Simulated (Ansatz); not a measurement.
Clusters of 10 atoms, alloy: PBE-D4/def2-SVP single points in Ansatz on relaxed structures, gas phase. Each cluster is the lowest isomer that a short search found in that spin, judged at the geometry's level, and lower ones may exist. Core potentials for Te, no spin–orbit coupling. HOMO and LUMO are taken over both spins. Levels of anions in sets without diffuse functions are rough. The structures are stationary points that may keep the symmetry of their start. Remarks come from the PBE and PBE0 runs and from stability tests at other levels; not every state was tested.

| species | atoms | state | geometry | HOMO (eV) | LUMO (eV) | gap (eV) | point group (within 0.1 Å) | remarks |
| --- | --- | --- | --- | --- | --- | --- | --- | --- |
| Li7Al3⁺ | 10 | doublet | PBE0-D4/def2-SVP | -6.01 | -5.52 | 0.49 | – | – |
| Cu5Se5⁻ | 10 | singlet | PBE-D4/def2-SVP | -0.89 | 0.08 | 0.97 | – | – |
| Cu2Te8 | 10 | singlet | PBE0-D4/def2-SVP | -4.76 | -3.64 | 1.12 | C2 | – |
| Al6Cu4 | 10 | singlet | PBE-D4/def2-SVP | -4.38 | -3.60 | 0.77 | – | restricted SCF unstable in HF |
| Li5Al5⁺ | 10 | doublet | PBE0-D4/def2-SVP | -7.21 | -6.68 | 0.53 | C4v | – |
| Al2Cu8 | 10 | singlet | PBE-D4/def2-SVP | -4.05 | -2.95 | 1.10 | Cs | restricted SCF unstable in HF |

The gap (eV) runs from 0.49 (Li7Al3⁺) to 1.12 (Cu2Te8).
